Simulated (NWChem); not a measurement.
System: HO2, doublet; SMILES [O]O

NWChem input:

```
start job
memory heap 200 mb stack 900 mb global 1100 mb
geometry units angstroms noautosym nocenter noautoz
  O      0.099605     0.596864     0.000000
  O     -0.001059    -0.699437     0.000000
  H     -0.814793     0.942684     0.000000
end
basis spherical
  * library 6-31g*
end
dft
  odft
  mult 2
  xc pbe0
  iterations 150
end
cosmo
  dielec 78.4
end
task dft energy
```

In the optimisation the excess spin sits in a" (Cs, its own frame). Coordinates come from a PBE0/def2-SVP, spin-unrestricted optimisation. No stability test was run on the SCF state.

Level: PBE0/6-31G* with COSMO at NWChem's default radii, gas-phase geometry; the question gives the dielectric constant. Reactions with the solvent are ignored.

Question: Give the results of this calculation. (PBE0/6-31G* (spherical d), spin-unrestricted, COSMO on the gas-phase geometry.) Quantities: electrostatic solvation energy (kcal/mol); dipole in solution (D).

Answer: 
```json
{
 "electrostatic solvation energy (kcal/mol)": "-6.2",
 "dipole in solution (D)": "2.76"
}
```
